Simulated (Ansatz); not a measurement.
Pb3. The state is a singlet with charge 0. Geometry PBE-D4/def2-SVP.

```xyz
3

Pb    1.840    0.690    0.119
Pb   -0.985   -1.548    0.712
Pb   -0.854    0.858   -0.831
```

In the def2 sets Pb takes a core potential; there is no spin–orbit coupling. The restricted singlet is unstable towards broken spin symmetry at other levels; at PBE-D4/def2-TZVP, revPBE-D4/def2-TZVP, r2SCAN-D4/def2-TZVP, PBE0-D4/def2-TZVP this wasn't settled. The geometry of the singlet was relaxed on an unsound state (restricted singlet, unstable towards broken spin symmetry at other levels and untested here). Another isomer (triplet) lies 0.29 eV lower at PBE0-D4/def2-TZVP; other spin states weren't run for this one.

Task: Estimate the orbital energies around the gap (eV) in Ansatz with PBE-D4/def2-TZVP, revPBE-D4/def2-TZVP, r2SCAN-D4/def2-TZVP, PBE0-D4/def2-TZVP.

Result: 
```tsv
orbital	PBE-D4/def2-TZVP	revPBE-D4/def2-TZVP	r2SCAN-D4/def2-TZVP	PBE0-D4/def2-TZVP
HOMO−5	-13.30	-13.21	-13.78	-14.80
HOMO−4	-11.64	-11.55	-12.00	-12.87
HOMO−3	-10.35	-10.26	-10.63	-11.37
HOMO−2	-4.78	-4.70	-4.95	-5.44
HOMO−1	-4.48	-4.40	-4.64	-5.14
HOMO	-4.46	-4.37	-4.61	-5.03
LUMO	-3.74	-3.64	-3.73	-3.21
LUMO+1	-3.05	-2.95	-3.03	-2.53
LUMO+2	-2.10	-2.01	-1.96	-1.53
LUMO+3	-2.07	-1.97	-1.94	-1.43
LUMO+4	-0.49	-0.42	-0.14	0.10
LUMO+5	-0.48	-0.41	-0.04	0.12
```
